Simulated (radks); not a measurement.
Task: Coulomb parameter of the 5d shell of neutral iridium in the model configuration [Xe] 4f14 5d6 6s2 6p1, as a second difference U = [E(n + 0.25) + E(n - 0.25) - 2 E(n)] / (0.25)^2 with all orbitals relaxed. "Bare": the charge of the atom changes with n. "Screened": the 6p shell takes up the change at fixed total charge, which measures U(5d,5d) + U(6p,6p) - 2 U(5d,6p). Calculated with a radial shooting solver on a logarithmic mesh with Libxc functionals: Dirac Kohn-Sham, LDA (Slater exchange, Perdew-Wang correlation), spin-unpolarised, spherical densities, point nucleus; open shells are shared between the two j in proportion to 2j + 1. Estimate both.

Result: U(bare) = 9.461 eV, U(screened by 6p) = 2.454 eV, against the Slater integral F0(5d,5d) = 14.838 eV with frozen orbitals. The step up makes a negative ion, whose loosely bound charge lowers the bare value.
